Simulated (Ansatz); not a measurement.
Born–Oppenheimer molecular dynamics of ClGaH2 (4 atoms, charge 0, multiplicity 1). It starts from a relaxed structure.

All numbers below come from Ansatz 0.2.0, RKS PBE-D4/def2-TZVP.

```
ensemble                      : NVE (velocity Verlet)
time step                     : 0.5 fs
steps asked                   : 150
starting velocities drawn for : 700 K
masses                        : H 2.014 u
seed                          : 934571
```

First frame:

```xyz
4
Properties=species:S:1:pos:R:3
Ga 0.000 0.000 -0.045
Cl 0.000 0.000 2.120
H 1.421 0.000 -0.702
H -1.421 0.000 -0.702
```

Task: How far do the bonds stretch over the last three quarters of this one trajectory? (Pairs bonded in most of those frames.)

Result: 
```csv
bond,mean (Å),spread (Å),shortest,longest
Ga1–Cl2,2.167,0.018,2.15,2.19
Ga1–H3,1.567,0.028,1.52,1.62
Ga1–H4,1.569,0.064,1.48,1.67
```

Mean temperature of the second half: 378 K. The conserved energy stayed within 0.084 meV per atom of its start (net change 0.022 meV per atom), so the integration is sound. The temperature averaged 0.54 of the 700 K drawn at the start: a run that starts near a minimum puts about half its kinetic energy into the potential. A run of 0.075 ps of so small a system gives no equilibrium averages.

The run took 110 s on 2 threads of Arm Neoverse V2, on a shared host, peak memory 0.14 GiB.
